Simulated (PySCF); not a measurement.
Vibration and rotation of CdPb⁺

r²SCAN constants of CdPb⁺, ²Π (doublet), unpaired electrons π ↑ (basis Cd def2-SVP with ECP28, Pb def2-SVP with ECP60; scalar-relativistic core potentials; PySCF 2.14; masses 113.9034 and 207.9766 u):

| Quantity | Value |
| --- | --- |
| ωe | 103.2 cm⁻¹ |
| ωexe | 0.312 cm⁻¹ |
| Be | 0.025716 cm⁻¹ |
| αe | 0.000103 cm⁻¹ |
| D (centrifugal) | 6.38e-09 cm⁻¹ |

**Question.** Give the vibrational terms G(v) and spacings up to v = 6.

**Answer.** G(v) = ωe(v+½) − ωexe(v+½)².

```tsv
v	G(v) (cm⁻¹)	G(v) − G(v−1)	Bv (cm⁻¹)
0	51.5		0.02566
1	154.1	102.6	0.02556
2	256.1	102.0	0.02546
3	357.4	101.3	0.02536
4	458.1	100.7	0.02525
5	558.2	100.1	0.02515
6	657.6	99.5	0.02505
```

Spin–orbit coupling is left out, which matters for elements this heavy, above all for dissociation energies. The state is the lowest determinant that a PBE0 search found; another state may lie lower at other levels.
